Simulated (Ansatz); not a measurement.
**Ligand exchange: SiH2(CH3)Cl + C2H8SiTe → SiH2(SiH3)Cl + C3H8Te**

Species: SiH2(CH3)Cl ((chlorosilyl)methane), singlet; C2H8SiTe `CC[Te][SiH3]`, singlet; SiH2(SiH3)Cl, singlet; C3H8Te `CC[Te]C`, singlet. The partners trade CH3 for SiH3: Si–CH3 and Te–SiH3 bonds give way to Si–SiH3 and Te–CH3.

Shapes, held fixed at every level: PBE0-D4/def2-TZVP. Flexible molecules stand in one conformer, not always the lowest. Programs: Ansatz 0.2.0. The zero-point and thermal change to 298 K, harmonic and unscaled (PBE0-D4/def2-TZVP), is -1.0 kJ/mol.

Estimate ΔH(298 K) of this reaction.

The highest level, CCSD(T)/def2-TZVPP, gives ΔH(298 K) = +96.8 kJ/mol; the levels span +96.8 to +106.2. The column of differences is taken from that level and isn't an error. No measured value is set beside it here. For atoms past krypton def2 sets carry core potentials with scalar relativity. Outer-core shells of Te are correlated in most correlated rows, in sets that cover them unevenly.

```tsv
level	kind	ΔH(298 K) (kJ/mol)	less CCSD(T)/def2-TZVPP
HF/def2-TZVPP	Hartree–Fock	+106.2	+9.4
r2SCAN-D4/def2-TZVPP	meta-GGA	+101.3	+4.5
B3LYP-D4/def2-TZVPP	global hybrid	+96.8	0.0
wB97X-V/def2-TZVPP	range-separated hybrid	+97.7	+0.9
CCSD(T)/def2-SVP	coupled cluster or CI	+101.8	+5.0
CCSD/def2-SVP	coupled cluster or CI	+103.1	+6.3
CCSD(T)/def2-TZVPP	coupled cluster or CI	+96.8	0.0
```
